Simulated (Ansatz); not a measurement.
Start from `O[SiH]([SiH3])[AlH][Cl]` and change one atom or group to get `O[SiH]([SiH3])N[SiH3]`.

Ansatz, PBE0-D4/def2-TZVP geometries, multiplicity 1. Each molecule was computed in one conformer, which needn't be the lowest.

```
                             property  `O[SiH]([SiH3])[AlH][Cl]`
 HOMO–LUMO gap (PBE0/def2-TZVPP) / eV                       5.31
   LUMO energy (PBE0/def2-TZVPP) / eV                      -2.10
  HOMO energy (B3LYP/def2-TZVPP) / eV                      -7.22
HOMO–LUMO gap (B3LYP/def2-TZVPP) / eV                       4.96
   HOMO energy (PBE0/def2-TZVPP) / eV                      -7.41
    HOMO energy (PBE/def2-TZVPP) / eV                      -6.33
```

What does the change do to each property? (Estimate.)

Computed: 
```tsv
property	`O[SiH]([SiH3])N[SiH3]`	shift
HOMO–LUMO gap (PBE0/def2-TZVPP) / eV	7.55	2.24
LUMO energy (PBE0/def2-TZVPP) / eV	-0.28	1.82
HOMO energy (B3LYP/def2-TZVPP) / eV	-7.60	-0.38
HOMO–LUMO gap (B3LYP/def2-TZVPP) / eV	7.13	2.17
HOMO energy (PBE0/def2-TZVPP) / eV	-7.83	-0.42
HOMO energy (PBE/def2-TZVPP) / eV	-6.47	-0.14
```

With PBE0 the HOMO falls by 0.42 eV and the LUMO rises by 1.82 eV, so the gap widens by about 2.24 eV. PBE moves the HOMO by -0.14 eV and ωB97M-V by -0.62 eV.

B3LYP here is the variant with VWN-RPA as its local correlation; programs differ in this.
